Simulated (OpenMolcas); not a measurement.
Cr3+: moving or changing the point charges

Cr3+ among 6 point charges of -1.5 e arranged as a tetragonal octahedron (D4h), 1.88 Å from the ion, with the axial distance 1.730 Å.
```
   1.8800    0.0000    0.0000  -1.50
   0.0000    1.8800    0.0000  -1.50
  -1.8800    0.0000    0.0000  -1.50
   0.0000   -1.8800    0.0000  -1.50
   0.0000    0.0000    1.7296  -1.50
   0.0000    0.0000   -1.7296  -1.50
```

```yaml
Program: OpenMolcas
Method: "SS-CASPT2, IPEA 0.25 Eh, imaginary shift 0.1 Eh (closed shells correlated: 3s 3p)"
Basis: ANO-RCC-VDZP [5s4p2d1f]
Scalar_Hamiltonian: DKH2, point nucleus
Active_space: 3 electrons in 5 orbitals (3d)
State_averaging: 2S+1 = 4 even, 10 roots; 2S+1 = 2 even, 40 roots
Spin-orbit_coupling: RASSI with atomic mean-field integrals over the reference wave functions
```

Runs around this geometry, states (labels of D4, the rotations of D4h). Energies in cm-1 above the lowest state or level, χT in cm3 K/mol.

| R (Å) | q (e) | Axial / equatorial distance | Ground state | First state of that spin | First gap with spin-orbit (degeneracies) | χT at 300 K | First state of another spin |
| --- | --- | --- | --- | --- | --- | --- | --- |
| 1.88 | -0.98 | 0.92 | 4B1 | 4E 3560 | 1 (2, 2) | 1.649 | 2B1 16850 |
| 1.76 | -1.5 | 0.92 | 4B1 | 4E 7010 | 0 (2, 2) | 1.764 | 2B1 16820 |
| 1.88 | -1.5 | 0.92 | 4B1 | 4E 5330 | 0 (2, 2) | 1.725 | 2B1 16880 |
| 2.1 | -1.5 | 0.92 | 4B1 | 4B2 3400 | 2 (2, 2) | 1.644 | 2B1 16780 |
| 1.88 | -1.5 | 0.99 | 4B1 | 4B2 5450 | 5350 (4, 2) | 1.723 | 2A1 17060 |

Scaling the charges by -0.98 / -1.5 = 0.65 scales the first state of the same spin by 3560 / 5330 = 0.67; with fixed orbitals a first-order splitting would follow the charge.

Free-ion shares, where given, are those of the reference states; single-state CASPT2 does not remix them. Point charges carry no covalency, so the field is a model and not that of real ligands. No measured value stands beside these numbers.
